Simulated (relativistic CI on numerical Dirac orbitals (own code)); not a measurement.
**Os3+: L2,3 absorption edge**

Computed with this model: Dirac-Coulomb-Breit CI, separate exchange-only KLI orbitals for each configuration, model QED (radiative potential, 1s self-energy scaled to tabulated hydrogen-like ionisation energies), valence Slater integrals scaled by 0.8, multiplet model of core-to-valence dipole absorption; configurations [Xe] 4f14 5d5 → [He] 2s2 2p5 3s2 3p6 3d10 4s2 4p6 4d10 4f14 5s2 5p6 5d6; 10 K; Lorentzian 5 eV and Gaussian 1 eV FWHM. Energies are those of the free ion, without screening or charge transfer. The branching ratio is the share of the lower-energy edge in the whole absorption, uncertain by about 0.02 where the edges overlap. S is read from ⟨S²⟩ = S(S + 1).

Field parameters in Wybourne normalisation: D3d B²₀ = −7Dσ, B⁴₀ = −14Dq − 21Dτ, B⁴₃ = −14√(10/7) Dq. The field is a parameter set, without covalency.

free ion: ground-state S = 2.40, centroid 11173.83 eV, branching ratio 0.801. Peaks (eV, height): 10873.0 (100), 12388.0 (24).

D3d, 10Dq = 30350, Dσ = -1200, Dτ = 30 cm⁻¹: ground-state S = 0.61, centroid 11087.32 eV, branching ratio 0.859. Peaks (eV, height): 10873.0 (100), 12388.5 (18).

The statistical ratio of this edge is 2/3 = 0.667. Values above it arise where the holes sit mainly in the j = l + 1/2 valence subshell or the ground state has high spin; values below it where core-valence Coulomb terms move weight to the upper edge, as in nearly empty shells. At deep edges of heavy elements the radial integrals of the two core levels differ, which raises the baseline.

Strongest unbroadened transitions for D3d, 10Dq = 30350, Dσ = -1200, Dτ = 30 cm⁻¹:

| Energy (eV) | Relative strength |
| --- | --- |
| 10870.37 | 100.0 |
| 10872.76 | 3.4 |
| 10873.13 | 4.5 |
| 10873.21 | 38.5 |
| 10873.25 | 97.4 |
| 10873.26 | 84.7 |
| 10873.29 | 78.4 |
| 10873.77 | 4.5 |
| 10873.99 | 5.2 |
| 10875.27 | 3.6 |
| 10875.31 | 15.7 |
| 10875.32 | 8.6 |
| 12388.16 | 8.4 |
| 12388.31 | 10.6 |
| 12388.33 | 19.4 |
| 12388.43 | 7.7 |
| 12388.47 | 16.7 |
| 12390.58 | 3.2 |
